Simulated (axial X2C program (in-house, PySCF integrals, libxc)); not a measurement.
## SiGe⁻: properties at the nuclei

Calculated with an in-house all-electron X2C program for linear molecules (integrals from PySCF): two-component X2C with atomic mean-field Coulomb and Gaunt terms, Gaussian nuclei, basis Ge dyall-acv3z, Si dyall-av3z with contracted cores.

R = 2.237 Å (near the PBE0 minimum at charge -1 of the determinant lowest at the starting distance; the state shown can have its own minimum elsewhere).

Input and command:
```json
{"zs": [32, 14], "q": -1, "bas": ["dyall-acv3z", "dyall-av3z"], "r0": 2.37, "levels": ["PBE0", "HF", "LDA", "TPSSh", "PBE50"], "nst": 3}
```
```bash
python soeom.py task.json out
```

Keys: zs atomic numbers; q charge; bas basis sets; r0 starting distance in Å; levels methods; nst determinants followed.

Determinant lowest in the PBE0 search, Ω = 3/2 (⟨Sz⟩ = 0.50, ⟨Lz⟩ = 1.00 at PBE0), spin on the atoms Ge 0.22, Si 0.28:

```tsv
level	Eeff magnitude (GV/cm)	Ws magnitude Ge (kHz)	Ws magnitude Si (kHz)	A∥/gI Ge (MHz)	qzz Ge (a.u.)	A∥/gI Si (MHz)	qzz Si (a.u.)
PBE0	0.0145	0.00224	0.000497	97.1	-3.62	36.9	-1.35
HF	0.26	0.0746	0.00455	222	-4.22	-17.1	-1.35
LDA	0.0177	0.00132	9.36e-05	111	-3.48	48	-1.32
TPSSh	0.0251	0.00117	0.000513	109	-3.52	44.1	-1.31
PBE50	0.00622	0.00462	0.00062	96.7	-3.80	33.1	-1.40
```

Determinant 0.05 eV from it at PBE0 and this distance, Ω = 1/2 (⟨Sz⟩ = -0.47, ⟨Lz⟩ = 0.97 at PBE0), spin on the atoms Ge -0.24, Si -0.23:

```csv
level,Eeff magnitude (GV/cm),Ws magnitude Ge (kHz),A∥/gI Ge (MHz),qzz Ge (a.u.),A∥/gI Si (MHz),qzz Si (a.u.)
PBE0,0.205,0.183,531,-3.58,268,-1.31
HF,1.15,0.919,334,-3.63,262,-1.32
LDA,0.23,0.185,402,-3.00,293,-1.09
TPSSh,0.123,0.117,537,-3.52,241,-1.28
PBE50,0.327,0.281,497,-3.72,267,-1.35
```

Eeff is the effective electric field on the electron electric dipole moment in this Ω state and Ws the scalar–pseudoscalar constant of the nucleus named (defined with the proton number Z and per Ω); A∥ (defined per Ω) follows by multiplying with gI = μI/(I μN); qzz is the electric field gradient, eQq0 = 234.96 MHz × Q/barn × qzz. The operators were transformed with the bare-nucleus X2C matrices; with these basis sets, hyperfine constants and field gradients can be off by tens of per cent, and where levels differ in sign neither size nor sign is settled.

Question: With Q(73Ge) = -0.196 barn (Q from Pyykkö, Mol. Phys. 2018), turn the PBE0 values of the first state into constants in MHz.

Answer: eQq0(73Ge) = 234.96 × (-0.196) × (-3.62) = 167 MHz.

Each state is one determinant with collinear spin. Unrestricted Hartree–Fock can overshoot spin polarisation at the nuclei. In the state Ω = 3/2 the sign of Eeff differs between levels (HF against PBE0). For an anion, determinants above electron detachment, or with a positive highest level, are held by the basis set. Where Eeff spreads by more than a factor of two the levels disagree and none is to be relied on. The search compared states at one distance, so a state with another bond length can lie lower. The sign of Ws at Ge differs between levels in the first state. Further determinants of the search, some of them spin-mixed, are not shown. Where a field gradient or hyperfine factor spreads by more than a factor of two over the levels, a constant derived from it is not to be relied on. PBE0 term energies can be off by some tenths of an eV.
